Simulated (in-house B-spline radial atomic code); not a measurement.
# Ionising Xe7+ with different functionals

Computed with an all-electron radial atomic-structure program (B-spline basis): scalar-relativistic (spin-free X2C) Hamiltonian, Fermi nucleus of rms radius 4.7859 fm, spin-polarised at highest spin, spherical fractional occupations for the functionals, and exact exchange of hybrids averaged over the configuration. The ionisation energy is the difference of two self-consistent energies, [Kr] 4d10 5s1 → [Kr] 4d10, without Breit or QED terms; ε is the level of the shell that loses the electron (its least bound occupied spin orbital). There is no spin-orbit coupling in this Hamiltonian.

```csv
method,rung,ΔSCF (eV),-ε(5s) (eV)
PBE0,global hybrid,106.46,101.58
B3LYP,global hybrid,?,?
TPSSh,global hybrid,106.17,100.48
BHandHLYP,global hybrid,?,?
r2SCAN0,global hybrid,105.88,101.65
B97-1,global hybrid,106.20,101.02
HSE06,range-separated hybrid,106.51,101.25
wB97X,range-separated hybrid,105.47,103.86
CAM-B3LYP,range-separated hybrid,107.02,103.50
LC-wPBE,range-separated hybrid,106.58,104.78
```

What does B3LYP give?

ΔSCF 107.05 eV, and -ε(5s) = 101.70 eV.

What does BHandHLYP give?

ΔSCF 106.35 eV, and -ε(5s) = 102.97 eV.

Among the functionals, which spreads more, the ΔSCF values or the orbital energies?

The orbital energies: ΔSCF values span about 1.59 eV and the orbital energies 4.30 eV.

How do they compare with the NIST value?

NIST lists 105.978 eV ± 0.0025 (measured, ground level to ground level). Errors run from -0.51 to +1.08 eV; r2SCAN0 is closest (-0.10 eV), but part of that can be cancellation, since the calculations leave out Breit-QED terms.
